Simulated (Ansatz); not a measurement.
The first iterations of a band of GaH5S (7 atoms, charge 0, multiplicity 1).

These are results of Ansatz 0.2.0, RKS BHLYP-D4/def2-TZVP, not measurements.

* movable images: 9
* climbing image: yes
* spring: 5.0 eV/Å²
* optimiser: quadratic models (default)
* start path: through a guess of the saddle point
* force threshold: 0.05 eV/Å
* iteration limit: 60
* end points: relaxed

Image 0:

```xyz
7
Properties=species:S:1:pos:R:3
Ga -0.948 -0.293 -0.592
H -0.243 0.451 -1.781
H -0.874 -1.859 -0.527
H -2.054 0.460 0.226
H 2.006 -0.260 0.462
S 0.961 0.098 1.208
H 1.153 1.401 1.004
```

Image 10:

```xyz
7
Properties=species:S:1:pos:R:3
Ga -0.757 -0.391 0.315
H 0.694 0.074 -2.166
H -0.899 -1.861 -0.166
H -1.622 0.814 -0.150
H 1.231 0.140 -1.662
S 0.786 -0.042 1.853
H 0.566 1.266 1.975
```

| iteration | highest image above the first end (eV) | largest band force component (eV/Å) |
| --- | --- | --- |
| 1 | 1.262 | 2.274 |
| 2 | 0.932 | 1.034 |

Q: Does the band converge within its limit, and where does its top end?

A: The run converged. It ended after 8 iterations with the highest image 0.941 eV above the first end. A vibrational analysis at the climbing image gives one clearly imaginary mode, 1385i cm⁻¹: a first-order saddle point. The orbitals stay closed-shell, which can raise the energy where a bond breaks towards radicals; this wasn't checked here.

Run time: 53 s on 2 threads of AMD EPYC 9R45 96-Core Processor (Zen 5), on a shared host, peak memory 0.27 GiB.
